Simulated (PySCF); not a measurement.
Structure problem from calculated spectra and properties.

Formula: C7H13N2P.

| Property | Result |
| --- | --- |
| NMR, other nuclei | isotropic shieldings of nuclei other than C and H, by class: -94 (1 N), 39 (1 N), 231 (1 P) ppm [GIAO PBE0/pcSseg-1] |
| 1H NMR | chemical shifts (computed TMS as zero) by class: 9.92 (1 H), 2.76 (3 H), 1.46 (9 H) ppm [GIAO PBE0/pcSseg-1] |
| 13C NMR | chemical shifts (computed TMS as zero) by class: 199.2 (1 C), 180.7 (1 C), 35.5 (1 C), 33.8 (3 C), 20.9 (1 C) ppm [GIAO PBE0/pcSseg-1] |
| Rotational structure | rotational constants A, B, C: 2.416, 0.763, 0.667 GHz [GFN2-xTB] |
| Dipole | 2.55 D [PBE0/pcSseg-1] |

Gas-phase values; electronic properties from PySCF, density fitting. Levels stand in brackets. Isolated species at its GFN2-xTB geometry, gas phase. NMR values are class means; diastereotopic atoms form classes of their own.

Q: Propose a structure and show how it fits.

A: Numbering: `[CH3:1][c:2]1[n:3][nH:4][c:5]([C:6]([CH3:7])([CH3:8])[CH3:9])[p:10]1`. 7 carbons fall into 5 classes; from least to most shielded: substituted aromatic carbon [C5] (199.2 ppm), substituted aromatic carbon [C2] (180.7 ppm), benzylic-type carbon [C6] (35.5 ppm), methyl carbon [C7/C8/C9] (33.8 ppm, 3 C, up to 9.2 ppm apart in this geometry), benzylic-type carbon [C1] (20.9 ppm). Hydrogen classes from least to most shielded: 1 H on a pyrrole-type nitrogen, N4 (9.92 ppm), 3 H on a benzylic-type carbon, C1 (2.76 ppm), 9 H on 3 methyl carbons, C7/C8/C9 (1.46 ppm, a mean of values up to 0.9 ppm apart in this geometry). The other shieldings belong to: -94 ppm, pyridine-type nitrogen [N3]; 39 ppm, pyrrole-type nitrogen [N4]; 231 ppm, phosphorus bonded to 2 C [P10]. The optimised geometry has point group C1 and is an asymmetric top. Structure: `Cc1n[nH]c(C(C)(C)C)p1`. Computed isomers that give other values at the same levels: `CCCCn1cpc(C)n1` (13C chemical shifts (computed TMS as zero) by class: 182.9 (1 C), 167.4 (1 C), 58.9 (1 C), 37.5 (1 C), 25.2 (1 C), 21.2 (1 C), 16.4 (1 C) ppm); `CC(C)(C)Cn1cpcn1` (13C chemical shifts (computed TMS as zero) by class: 167.4 (1 C), 165.2 (1 C), 68.6 (1 C), 36.1 (1 C), 29.4 (3 C) ppm); `Cc1pcnn1CC(C)C` (13C chemical shifts (computed TMS as zero) by class: 176.2 (1 C), 165.3 (1 C), 61.7 (1 C), 34.1 (1 C), 22.2 (2 C), 16.6 (1 C) ppm). The assignments are read from this structure; whether some other isomer fits the data as well wasn't checked.

Shape of the structure used: `[CH3:1][c:2]1[n:3][nH:4][c:5]([C:6]([CH3:7])([CH3:8])[CH3:9])[p:10]1`: N4–C5–C6–C7 -83°.
